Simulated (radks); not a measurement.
Values are calculated unless marked as measured or tabulated.
Fractional charge and spin in the 4d shell of rhodium: the spin-up occupation runs from 4 to 5 and the spin-down occupation from 2 to 3; the fullest corner is Rh, [Kr] 5s(up 0.5, down 0.5) 4d(up 5, down 3). Code: a radial shooting solver on a logarithmic mesh with Libxc functionals. Model: scalar-relativistic Kohn-Sham, LDA (Slater exchange, Perdew-Wang correlation), spin-polarised, spherical densities, point nucleus. Energy (eV) minus the two flat planes that join the four corners (they meet along the diagonal where the two added fractions sum to one electron); zero is where a piecewise linear energy would lie.

down \ up,4,4.25,4.5,4.75,5
2,0.000,-1.184,-1.562,-1.159,0.000
2.25,-1.161,-1.506,-1.071,0.119,-0.984
2.5,-1.532,-1.063,0.158,-0.915,-1.291
2.75,-1.137,0.119,-0.922,-1.268,-0.951
3,0.000,-1.007,-1.321,-0.973,0.000

Corners above the fullest one (they belong to Rh+ and the next ion): (up 5, down 2) 10.497 eV, (up 4, down 3) 11.757 eV, (up 4, down 2) 34.335 eV. With half an added electron in each spin the energy lies 0.158 eV from the planes, and with half an added electron in spin up alone -1.562 eV. The planes are only a guide here: the flat-plane condition holds for ground states with one frontier orbital, while this shell lies below other occupied shells, so the corners above the fullest one are inner-hole states and not the ground states of those ions.
